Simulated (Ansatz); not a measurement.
A displaced shape of doublet BeH:

```xyz
2

Be   -0.0475   -0.0031   -0.2564
H    -0.0442    0.0199    1.0991
```

It was optimised with HF/def2-SVP in Ansatz (development build ahead of 0.2.0) to forces under 0.001 eV/Å, with unrestricted orbitals. Each step stands on the lowest determinant of that kind that the program's search found.

**Question.** What shape does it relax to, and how does the optimisation go?

**Answer.**

```xyz
2

Be   -0.0475   -0.0031   -0.2526
H    -0.0442    0.0198    1.0953
```

Bond lengths: Be1–H2 1.348 Å.

```json
{"step": "1", "E − E(start) (eV)": "0.0000", "largest force (eV/Å)": "0.1109"}
{"step": "2", "E − E(start) (eV)": "-0.0004", "largest force (eV/Å)": "0.0230"}
{"step": "3", "E − E(start) (eV)": "-0.0004", "largest force (eV/Å)": "0.0001"}
```

The optimisation ended after 3 steps with its threshold met.
